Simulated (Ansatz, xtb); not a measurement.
## Ranking isomers of C3H8O2Si

4 gas-phase structures of C3H8O2Si, from a drawn sample of its isomers (lower ones may exist). Each was relaxed with GFN2-xTB; where two conformers were screened, the lower at r2SCAN-D4/def2-SVP is listed:

A. `C=C(C)[SiH](O)O`, a singlet
B. `C=CO[Si@H](C)O`, a singlet
C. `CCC(=O)O[SiH3]`, a singlet
D. `C/C=C\O[SiH2]O`, a singlet

Which do you expect lowest at r2SCAN-D4/def2-SVP, and how would the others follow?

Calculated order at r2SCAN-D4/def2-SVP: A (0.0), B (4.3), C (13.2), D (13.9) kcal/mol. Less than 1 kcal/mol parts C and D, so the order within that pair means little.

Energies above the lowest of each column, in kcal/mol; the last columns are at PBE0-D3(BJ)/def2-SVP geometries (a dash: not run or not comparable):

```tsv
structure	GFN2-xTB	HF/STO-3G	r2SCAN-D4/def2-SVP	PBE0-D3(BJ)/def2-SVP	CCSD(T)/def2-SVP + ΔMP2/def2-TZVPP
A	10.9	20.9	0.0	0.0	0.0
B	10.4	12.6	4.3	4.5	7.6
C	4.0	0.0	13.2	12.7	27.8
D	0.0	23.2	13.9	13.0	–
```

CCSD(T)/def2-SVP + ΔMP2/def2-TZVPP puts A lowest of those it was run on; GFN2-xTB picks D, HF/STO-3G picks C. Flexible structures stand in one conformer each, not always the lowest. Frequencies (GFN2-xTB) were run for A, B, C alone. The ΔMP2 step shifts differences by up to 14.7 kcal/mol, which makes them less sure. ΔMP2 is the change of the MP2 energy from the smaller to the larger basis.

Over these structures GFN2-xTB departs from r2SCAN-D4/def2-SVP by 10.0 kcal/mol on average once a common shift is removed. A GFN2-xTB relaxation took about 0.19 s and the r2SCAN-D4/def2-SVP energy about 2.7 s on a shared host (Ansatz 0.2.0, xtb 6.7.1).
